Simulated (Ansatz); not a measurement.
Consider the ligand exchange at a Zr–C bond: `C#[C][Zr]([F])([F])[F]` + `CC(C)N` → `CC(C)[NH][Zr]([F])([F])[F]` + `C#C`.

Calculated with Ansatz (gas phase, PBE0-D4/def2-TZVP geometries, no zero-point term in ΔE). CCSD(T)/CBS adds triple-zeta CCSD(T) − MP2 to the extrapolated MP2 energy (def2 sets, frozen cores). This one scheme is used for every species. Functionals use def2-TZVPP. def2 core potentials past Kr. For Zr outer-core shells are correlated without core-valence functions, which leaves a few kJ/mol of doubt a bond. Each species was taken in one conformer, which may not be the lowest.

(1) Is it downhill or uphill in electronic energy at CCSD(T)/CBS, and by how much? (An estimate is asked.)

(2) What do these levels give: LDA (SPW92), revPBE-D4, BLYP-D4, B97M-V, r2SCAN0-D4, CAM-B3LYP-D4, PBE-QIDH, r2SCAN, r2SCANh, r2SCAN0, HF/def2-QZVPP, MP2/CBS(def2)? (Estimate.)

Largest T1 diagnostic among the species: 0.017.

Results:

(1) Computed: Downhill: ΔE = -49.5 kJ/mol.

(2) Computed: LDA (SPW92) -54.4, revPBE-D4 -42.1, BLYP-D4 -46.7, B97M-V -36.7, r2SCAN0-D4 -44.4, CAM-B3LYP-D4 -49.4, PBE-QIDH -43.5, r2SCAN -41.6, r2SCANh -41.8, r2SCAN0 -41.9, HF/def2-QZVPP -28.2, MP2/CBS(def2) -52.2 kJ/mol.

Leaving LDA and LC-ωPBE aside and taking each functional with its dispersion term where it has one, the values spread over 12.8 kJ/mol, from CAM-B3LYP-D4 to B97M-V. LDA lies −16.9 kJ/mol from PBE without D4. In def2-TZVPP, CCSD(T) changes the Hartree–Fock value by −17.8 kJ/mol (the triples alone add −1.2 kJ/mol) and MP2 by −20.5 kJ/mol.
